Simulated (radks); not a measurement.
The sulfur anion S2-, [Ar], held by a Watson sphere: a shell of charge +2 at radius R that stands for the Madelung well of a crystal (potential energy -2/R inside, -2/r outside, in hartree with lengths in bohr). Method: non-relativistic Kohn-Sham, LB94 model potential, spin-unpolarised, spherical densities, point nucleus; computed with a radial shooting solver on a logarithmic mesh with Libxc functionals. Response by self-consistent Sternheimer equations with the Hartree and adiabatic LDA kernel. The sphere does not respond.

R (bohr),e(2p) (eV),e(3s) (eV),e(3p) (eV),<r> 3p (bohr),sum of <r^2> (bohr^2),X-ray form factor at sin(theta)/lambda = 0.3 1/angstrom,alpha (bohr^3)
2.51,-167.92,-20.903,-11.529,2.200,44.17,9.005,30.94
2.94,-167.32,-19.622,-10.400,2.291,47.66,9.014,39.16
3.07,-167.11,-19.272,-10.075,2.316,48.64,9.019,41.96
3.23,-166.86,-18.863,-9.688,2.345,49.81,9.024,45.59
4.15,-165.37,-16.902,-7.748,2.477,55.72,9.047,70.78
4.18,-165.32,-16.847,-7.692,2.481,55.90,9.047,71.72
4.37,-165.04,-16.514,-7.353,2.502,56.96,9.049,77.88
4.5,-164.84,-16.297,-7.131,2.516,57.66,9.050,82.29
